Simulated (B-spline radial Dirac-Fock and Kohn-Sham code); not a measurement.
**Form factor and incoherent scattering function of Zr²⁵⁺**

System: Zr²⁵⁺, [Ne] 3s2 3p3.

These are calculated numbers from an atomic code on a B-spline grid; the model is relativistic Hartree-Fock (Dirac-Fock) wave functions, averaged over the configuration. f₀ is the Fourier transform of the spherical electron density, S the Waller-Hartree incoherent function, and s = sin θ/λ.

```csv
s (Å⁻¹),f₀,S
0,15.000,0.000
0.05,14.980,0.025
0.1,14.919,0.101
0.15,14.820,0.224
0.2,14.682,0.393
0.25,14.509,0.604
0.3,14.302,0.851
0.35,14.065,1.130
0.4,13.801,1.435
0.45,13.512,1.760
0.5,13.204,2.099
0.6,12.543,2.799
0.7,11.846,3.498
0.8,11.140,4.167
0.9,10.449,4.789
1,9.792,5.355
1.1,9.180,5.867
1.2,8.621,6.327
1.4,7.667,7.124
1.6,6.912,7.805
1.8,6.305,8.413
2,5.795,8.970
2.5,4.712,10.193
3,3.754,11.181
3.5,2.948,11.942
4,2.334,12.506
5,1.613,13.237
6,1.289,13.691
```

f₀ starts at the number of electrons, 15, and has fallen to half at s ≈ 1.44 Å⁻¹. The sum of ⟨r²⟩ over the electrons is 1.100 bohr².
